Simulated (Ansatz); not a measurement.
The cluster Ta2B2. Charge 0, multiplicity 3. Geometry PBE0-D4/def2-TZVP; atoms count from 1.

```xyz
4

Ta    0.3792   -1.1266   -0.7730
Ta   -1.2342   -0.1819    0.6740
B     0.0247    0.9668   -0.6037
B     0.8303    0.3417    0.7026
```

In the def2 sets Ta takes a core potential; there is no spin–orbit coupling. The charge 0 triplet is spin-contaminated (final ⟨S²⟩ up to 2.15, 2.00 for a pure state). At PBE0-D4/def2-TZVP a singlet of charge 0 lies 0.17 eV below the triplet, each at its own geometry. The structure comes from a short search, and lower isomers may exist.

(1) Estimate the Mulliken populations from the PBE0/def2-TZVP orbitals of Ansatz.

(2) Where does the spin sit?

(3) And the Mayer bond orders between bonded heavy atoms (over 0.3)?

Answers

(1) 
```
atom  charge (e)  spin (α − β)  d electrons
 Ta1        0.17          1.00         3.54
 Ta2        0.17          1.00         3.54
  B3       -0.17          0.00            –
  B4       -0.17          0.00            –
```
Mulliken values and Mayer orders depend strongly on the basis.

(2) Summed by element: Ta 2.01, B -0.01, of 2 unpaired in all. Largest on single atoms: Ta2 1.00, Ta1 1.00, B3 0.00.

(3) Ta1–Ta2 2.81 (2.36 Å); Ta1–B3 1.27 (2.13 Å); Ta1–B4 1.27 (2.13 Å); Ta2–B3 1.27 (2.13 Å); Ta2–B4 1.27 (2.13 Å); B3–B4 0.96 (1.66 Å).
